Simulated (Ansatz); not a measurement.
Geometry optimisation, DFT PBE, scalar-relativistic, plane waves, PAW in Ansatz 0.2.0.

Input file:

```yaml
crystal:
  lattice:
    - [10.86, 0.0, 0.0]
    - [0.0, 10.86, 0.0]
    - [0.0, 0.0, 10.86]
  atoms:
    - { symbol: Si, position: [0.5, 0.0, 0.0] }
    - { symbol: Si, position: [0.625, 0.125, 0.125] }
    - { symbol: Si, position: [0.75, 0.25, 0.0] }
    - { symbol: Si, position: [0.875, 0.375, 0.125] }
    - { symbol: Si, position: [0.75, 0.0, 0.25] }
    - { symbol: Si, position: [0.875, 0.125, 0.375] }
    - { symbol: Si, position: [0.0, 0.0, 0.0] }
    - { symbol: Si, position: [0.125, 0.125, 0.125] }
    - { symbol: Si, position: [0.25, 0.25, 0.0] }
    - { symbol: Si, position: [0.375, 0.375, 0.125] }
    - { symbol: Si, position: [0.5, 0.5, 0.0] }
    - { symbol: Si, position: [0.625, 0.625, 0.125] }
    - { symbol: Si, position: [0.75, 0.75, 0.0] }
    - { symbol: Si, position: [0.875, 0.875, 0.125] }
    - { symbol: Si, position: [0.25, 0.0, 0.25] }
    - { symbol: Si, position: [0.375, 0.125, 0.375] }
    - { symbol: Si, position: [0.5, 0.25, 0.25] }
    - { symbol: Si, position: [0.625, 0.375, 0.375] }
    - { symbol: Si, position: [0.75, 0.5, 0.25] }
    - { symbol: Si, position: [0.875, 0.625, 0.375] }
    - { symbol: Si, position: [0.5, 0.0, 0.5] }
    - { symbol: Si, position: [0.625, 0.125, 0.625] }
    - { symbol: Si, position: [0.75, 0.25, 0.5] }
    - { symbol: Si, position: [0.875, 0.375, 0.625] }
    - { symbol: Si, position: [0.75, 0.0, 0.75] }
    - { symbol: Si, position: [0.875, 0.125, 0.875] }
    - { symbol: Si, position: [0.0, 0.5, 0.0] }
    - { symbol: Si, position: [0.125, 0.625, 0.125] }
    - { symbol: Si, position: [0.25, 0.75, 0.0] }
    - { symbol: Sb, position: [0.5, 0.75, 0.25], spin: 1.0 }
    - { symbol: Si, position: [0.0, 0.25, 0.25] }
    - { symbol: Si, position: [0.125, 0.375, 0.375] }
    - { symbol: Si, position: [0.25, 0.5, 0.25] }
    - { symbol: Si, position: [0.375, 0.625, 0.375] }
    - { symbol: Si, position: [0.625, 0.875, 0.375] }
    - { symbol: Si, position: [0.0, 0.0, 0.5] }
    - { symbol: Si, position: [0.125, 0.125, 0.625] }
    - { symbol: Si, position: [0.25, 0.25, 0.5] }
    - { symbol: Si, position: [0.375, 0.375, 0.625] }
    - { symbol: Si, position: [0.5, 0.5, 0.5] }
    - { symbol: Si, position: [0.625, 0.625, 0.625] }
    - { symbol: Si, position: [0.75, 0.75, 0.5] }
    - { symbol: Si, position: [0.875, 0.875, 0.625] }
    - { symbol: Si, position: [0.25, 0.0, 0.75] }
    - { symbol: Si, position: [0.375, 0.125, 0.875] }
    - { symbol: Si, position: [0.5, 0.25, 0.75] }
    - { symbol: Si, position: [0.625, 0.375, 0.875] }
    - { symbol: Si, position: [0.75, 0.5, 0.75] }
    - { symbol: Si, position: [0.875, 0.625, 0.875] }
    - { symbol: Si, position: [0.0, 0.75, 0.25] }
    - { symbol: Si, position: [0.125, 0.875, 0.375] }
    - { symbol: Si, position: [0.0, 0.5, 0.5] }
    - { symbol: Si, position: [0.125, 0.625, 0.625] }
    - { symbol: Si, position: [0.25, 0.75, 0.5] }
    - { symbol: Si, position: [0.375, 0.875, 0.625] }
    - { symbol: Si, position: [0.0, 0.25, 0.75] }
    - { symbol: Si, position: [0.125, 0.375, 0.875] }
    - { symbol: Si, position: [0.25, 0.5, 0.75] }
    - { symbol: Si, position: [0.375, 0.625, 0.875] }
    - { symbol: Si, position: [0.5, 0.75, 0.75] }
    - { symbol: Si, position: [0.625, 0.875, 0.875] }
    - { symbol: Si, position: [0.0, 0.75, 0.75] }
    - { symbol: Si, position: [0.125, 0.875, 0.875] }
magnetization:
  spin_polarized: true
total_charge: -2
basis:
  ecutwfc: 420.0
kpoints:
  mp_grid: { grid: [1, 1, 1] }
hamiltonian:
  xc: pbe
  pseudopotentials: { kind: paw, azcp: { folder: soft_1 } }
scf:
  occupations: { method: fermi_dirac, width: 0.05 }
  lower_state_search: "off"
relax:
  f_tol: 0.03
  max_steps: 60
  adjacent_minimum: "off"
output:
  write_density: true
  write_potential: true
  elf: true
  volumetric_format: npy
```

Run as:

```bash
$ ansatz run input.yaml --threads 4 --pin off --max-ram 10240MiB --backend cpu --events-out ev --progress --plain --runs-dir out
```

Task: Where does it end, and by what steps?

Result: It converged. The force dipped under the threshold on the way, but the program's further checks kept it going. Limits of this set-up: coarse k mesh, charged cell in a uniform background, uncorrected. After 12 steps the energy has fallen by 1.232 eV; Sb30 moved furthest, 1.16 Å. Joined: Si1–Sb30 (3.84 → 2.89 Å), Si15–Sb30 (3.84 → 2.89 Å), Si29–Sb30 (3.84 → 2.89 Å).

```
step  energy less start (eV)  largest force component (eV/Å)  accepted
   0                  0.0000                           1.832       yes
   1                 -0.9510                           0.758       yes
   2                 -1.1361                           0.204       yes
   3                 -1.1763                           0.055       yes
   4                 -1.1624                           0.228        no
   5                 -1.1882                           0.027       yes
   6                 -1.1950                           0.035       yes
   7                 -1.2014                           0.038       yes
   8                 -1.2123                           0.071       yes
   9                 -1.2279                           0.038       yes
  10                 -1.2317                           0.025       yes
  11                 -1.2138                           0.158        no
  12                 -1.2322                           0.011       yes
```

```xyz
63
Lattice="10.8600 0.0000 0.0000 0.0000 10.8600 0.0000 0.0000 0.0000 10.8600" Properties=species:S:1:pos:R:3
Si 5.512 -0.076 0.076
Si 6.815 1.361 1.370
Si 8.169 2.712 0.005
Si 9.503 4.072 1.374
Si 8.170 0.004 2.726
Si 9.523 1.360 4.089
Si 0.045 -0.031 0.031
Si 1.422 1.293 1.408
Si 2.746 2.670 0.031
Si 4.085 4.061 1.370
Si 5.441 5.405 -0.004
Si 6.731 6.844 1.300
Si 8.170 8.134 -0.004
Si 9.514 9.490 1.370
Si 2.791 -0.076 2.797
Si 4.085 1.361 4.100
Si 5.439 2.705 2.724
Si 6.779 4.094 4.064
Si 8.100 5.475 2.689
Si 9.481 6.796 4.064
Si 5.441 0.004 5.455
Si 6.804 1.360 6.808
Si 8.144 2.730 5.429
Si 9.512 4.063 6.797
Si 8.169 -0.005 8.148
Si 9.541 1.334 9.526
Si 0.003 5.406 0.005
Si 1.354 6.760 1.370
Si 2.791 8.063 0.076
Sb 4.761 8.814 2.046
Si 0.017 2.698 2.717
Si 1.355 4.052 4.089
Si 2.711 5.405 2.726
Si 4.015 6.844 4.016
Si 6.731 9.560 4.016
Si 0.003 -0.005 5.454
Si 1.381 1.334 6.826
Si 2.720 2.712 5.454
Si 4.089 4.072 6.788
Si 5.404 5.475 5.385
Si 6.779 6.796 6.766
Si 8.100 8.171 5.385
Si 9.503 9.486 6.788
Si 2.746 -0.031 8.190
Si 4.123 1.293 9.567
Si 5.432 2.698 8.162
Si 6.804 4.052 9.500
Si 8.144 5.431 8.130
Si 9.523 6.771 9.500
Si 0.010 8.136 2.724
Si 1.354 9.490 4.100
Si -0.015 5.431 5.429
Si 1.355 6.771 6.808
Si 2.711 8.134 5.455
Si 4.085 9.490 6.799
Si 0.012 2.703 8.157
Si 1.381 4.034 9.526
Si 2.720 5.406 8.148
Si 4.085 6.760 9.499
Si 5.439 8.136 8.155
Si 6.815 9.490 9.499
Si 0.017 8.143 8.162
Si 1.422 9.452 9.567
```

The run took 4.1 min on 4 threads of Arm Neoverse V1, with other jobs on the host, peak memory 1.8 GiB.
